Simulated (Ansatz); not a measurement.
C3H5FSi, SMILES C(=CF)=C[SiH3].

Coordinates come from a B3LYP-D3(BJ)/def2-SVP optimisation. The structure was generated by enumeration, and PubChem lists no compound with its InChIKey, so it may never have been made.

Two levels are set side by side: PBE/def2-SVPD (Ansatz, a first-principles code) and CAM-B3LYP/def2-SVPD (Ansatz). Energy differences of separate SCF runs at the same geometry; the states with an electron removed or added have multiplicity 2 and 2. Differences are taken from unrounded values.

```json
[
 {"quantity": "vertical ionisation energy (eV)", "PBE": "9.27"},
 {"quantity": "vertical singlet–triplet gap (eV)", "PBE": "3.85"}
]
```

Question: These are the PBE values. What does CAM-B3LYP give? (An estimate is asked for; the answer gives what the named calculation found.)

Answer: 
| quantity | CAM-B3LYP | PBE minus CAM-B3LYP |
|---|---|---|
| vertical ionisation energy (eV) | 9.55 | -0.27 |
| vertical singlet–triplet gap (eV) | 4.03 | -0.18 |
